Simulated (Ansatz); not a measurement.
Species: C5H9B, SMILES `C/C(B)=C/C=C` (charge 0, multiplicity 1), formula C₅H₉B.

Q: How many basis functions does frozen-core CCSD(T)/cc-pVTZ // CAM-B3LYP-D3(BJ)/def2-TZVP run with Ansatz (a quantum-chemistry and plane-wave program) use, how many core orbitals are frozen, and how many electrons are correlated?

A: 306 basis functions and 6 frozen orbitals, which leaves 32 correlated electrons. Core time is of the order of minutes.
